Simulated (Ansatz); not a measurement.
Stretching the Ga1–H2 bond in GaH (multiplicity 1 held). Energies count from the point at 1.689 Å.


Signs of static correlation in cc-pVDZ, with CASSCF(4,5), from Ansatz (a quantum-chemistry and plane-wave program) runs.

| R (Å) | T1 of restricted CCSD | ⟨S²⟩ of UHF | largest double amplitude of restricted CCSD | weight of the CASSCF reference in MRCISD | CASSCF natural occupations |
|---|---|---|---|---|---|
| 1.351 | 0.011 | 0.125 | 0.096 | 0.979 | 1.99 1.89 0.06 0.06 0.01 |
| 1.520 | 0.011 | 0.013 | 0.087 | 0.979 | 1.98 1.89 0.05 0.05 0.02 |
| 1.689 | 0.012 | 0.000 | 0.076 | 0.979 | 1.98 1.90 0.05 0.05 0.03 |
| 1.858 | 0.014 | 0.000 | 0.091 | 0.980 | 1.97 1.90 0.05 0.05 0.04 |
| 2.027 | 0.017 | 0.000 | 0.117 | 0.980 | 1.96 1.90 0.05 0.05 0.05 |
| 2.280 | 0.024 | 0.000 | 0.160 | 0.980 | 1.94 1.89 0.08 0.04 0.04 |
| 2.534 | 0.036 | (withheld) | 0.207 | 0.979 | 1.93 1.87 0.12 0.04 0.04 |
| 2.956 | 0.065 | 0.749 | 0.303 | 0.978 | 1.93 1.79 0.21 0.04 0.04 |
| 3.378 | 0.108 | 0.904 | 0.436 | 0.976 | 1.93 1.64 0.35 0.04 0.04 |
| 3.885 | 0.168 | 0.974 | 0.645 | 0.974 | 1.93 1.44 0.56 0.04 0.04 |
| 4.560 | (withheld) | 1.002 | 0.928 | 0.973 | 1.93 1.22 0.78 0.04 0.04 |
| 5.405 | 0.279 | 1.009 | 1.157 | 0.972 | 1.93 1.08 0.92 0.04 0.04 |
| 6.756 | 0.294 | 1.010 | 1.272 | 0.972 | 1.93 1.01 0.99 0.04 0.04 |

Problem. Some entries are withheld; supply them.

Solution. 
- 2.534, ⟨S²⟩ of UHF: 0.365
- 4.560, T1 of restricted CCSD: 0.235

Doubts at one or more of the structures used: a restricted determinant that unrestricted orbitals would lower (R-CCSD(T)/cc-pVDZ); T1 above 0.05 (R-CCSD(T)/cc-pVDZ, U-CCSD(T)/cc-pVDZ); other coupled-cluster roots lie near (R-CCSD(T)/cc-pVDZ); a spin-contaminated determinant (U-CCSD(T)/cc-pVDZ); the program's own flag: large difference (U-CCSD(T)/cc-pVDZ).
